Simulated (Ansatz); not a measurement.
Reaction: H4GeO (SMILES [OH][GeH3]) → H3GeO (SMILES [OH][GeH2], doublet) + H (doublet) (the Ge-H bond breaks)
Each species at its own B3LYP-D3(BJ)/def2-TZVP minimum (Ansatz, a quantum-chemistry and plane-wave program).

Quantity: bond dissociation energy (electronic), in kcal/mol. Radicals and triplets start from unrestricted determinants; spin-orbit coupling is neglected. Cores are frozen in correlated methods (noble-gas shells, and filled d and f shells in the p block). No relativity. CBS(X,Y): correlation extrapolated as X^-3, Hartree-Fock from the larger set. A bracket is a step between two methods taken in the basis named. Double hybrids freeze cores in their MP2 part. For partners of very few electrons the exact lower level stands in for a higher one.

CCSD(T)/CBS(cc-pVTZ,cc-pVQZ) + [CCSDT(Q) - CCSD(T)]/cc-pVTZ + [CCSDTQ - CCSDT(Q)]/cc-pVDZ (Ansatz) gives 89.0 kcal/mol.

### Question
How far off this value is PBE/def2-TZVPD (Ansatz), in which direction, and how far these levels: PBE0/def2-TZVPD, B2PLYP/def2-TZVPD, CCSD(T)/CBS(cc-pVTZ,cc-pVQZ)?

### Answer
PBE gives 82.5 kcal/mol, 6.5 kcal/mol below it. Differences of the others: PBE0/def2-TZVPD (Ansatz) -4.5; B2PLYP/def2-TZVPD (Ansatz) -3.0; CCSD(T)/CBS(cc-pVTZ,cc-pVQZ) (Ansatz) 0.1 kcal/mol.
